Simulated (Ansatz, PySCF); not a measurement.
Conformers of CH5GeNO (SMILES C[O][Ge][NH2]), B3LYP-D3(BJ)/def2-TZVP minima from an xTB search, which can miss the lowest.
Conformer 1 (charge 0, multiplicity 1):
| atom | x (Å) | y (Å) | z (Å) |
|---|---|---|---|
| C | -1.7364 | -0.1755 | -0.0670 |
| O | -0.3433 | -0.2957 | 0.1395 |
| Ge | 0.7764 | 1.1099 | -0.0897 |
| N | 2.2585 | 0.1393 | 0.3516 |
| H | -2.0559 | -0.8696 | -0.8495 |
| H | -2.0353 | 0.8369 | -0.3677 |
| H | -2.2700 | -0.4269 | 0.8540 |
| H | 2.2149 | -0.8379 | 0.6032 |
| H | 3.1912 | 0.5194 | 0.3687 |

Correlated levels freeze the cores. Filled d and f shells under p-block atoms count as core. CBS: X⁻³ extrapolation of the correlation energy, Hartree–Fock from the larger set. MP2 and its Hartree–Fock in cc-pVQZ are density fitted. Rows in 6-31G* carry no dispersion term and start afresh at each structure (6-31G* with six Cartesian d functions); the Pople sets are all-electron and without relativity.

Run with Ansatz (Gaussian orbitals); PySCF for 6-31G* rows. 

Electronic energies of 2 conformers above conformer 1 (kcal/mol):

| level | conformer 1 | conformer 2 |
|---|---|---|
| PBE/def2-TZVPP | 0.00 | 0.86 |
| B3LYP/6-31G* | 0.00 | 1.11 |
| wB97M-V/def2-TZVPP | 0.00 | 0.47 |
| MP2/CBS(cc-pVTZ, cc-pVQZ) + ΔCCSD(T)/cc-pVTZ | 0.00 | 0.41 |

Q: Give Boltzmann populations at 298.15 K for each level, counting each conformer once and leaving out zero-point, thermal and symmetry terms.

A: 
Weights exp(−E/RT) with RT = 0.5925 kcal/mol, divided by their sum:
- PBE/def2-TZVPP: 81 %, 19 %
- B3LYP/6-31G*: 87 %, 13 %
- wB97M-V/def2-TZVPP: 69 %, 31 %
- MP2/CBS(cc-pVTZ, cc-pVQZ) + ΔCCSD(T)/cc-pVTZ: 66 %, 34 %
The share of conformer 1 runs from 66 to 87 % over these levels.

Ansatz is a quantum-chemistry and plane-wave program.
